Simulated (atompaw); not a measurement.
**Pseudopotential generation for B: PAW (atompaw), PBE, scalar-relativistic.**

| Quantity | Value |
| --- | --- |
| Element | boron |
| Generator | atompaw 4.2.0.5 |
| Type | PAW |
| Functional | PBE |
| Relativity | scalar-relativistic |
| Frozen core | [He] |
| Valence charge | 3 |
| Reference configuration | 2s2 2p1 |
| Partial waves | 2s (bound): rc 3.00 bohr; 2s channel at 0.2 Ry: rc 1.00 bohr; 2p (bound): rc 3.00 bohr; 2p channel at 0.4 Ry: rc 3.00 bohr; 3d channel at 0.1 Ry: rc 2.75 bohr |
| Local potential | bessel scheme, radius 2.65 bohr |
| Core correction | smooth core density matched at 1.75 bohr |
| Augmentation charge | sinc compensation charge, radius 2.50 bohr; PAW radius 3.00 bohr; waves and projectors: custom rrkj gramschmidtortho |

All-electron outer shells of the reference configuration (PBE, scalar-relativistic, ld1.x):

```tsv
shell	level (eV)	outermost node (bohr)	outermost maximum (bohr)
1s	-180.59	–	0.21
2s	-9.44	0.46	1.52
2p	-3.61	–	1.57
```

Calculated quality:

```json
{
  "Cutoffs needed": "6 Ry and 8 Ry (the cutoffs (Ry, on a coarse ladder) from which the occupation-weighted sum of valence levels, in a spherical-Bessel basis at the reference potential, stays within 10 and 1 mRy of its value at 400 Ry)",
  "Ghost test": "no extra level below or beside the all-electron valence levels (s, p, d, f tested) (spherical-Bessel basis up to 400 Ry, 20 bohr box)",
  "Lowest eigenvalue of the overlap operator": "0.40 (p channel)",
  "Overlap eigenvalues printed by atompaw (projector basis)": "0.151, 1.19, 2.88, 13.2, 15",
  "Share of each valence orbital outside the PAW sphere": "2s 11 %, 2p 23 %"
}
```

Generation and tests took about 0.76 s on one core of a shared server CPU.
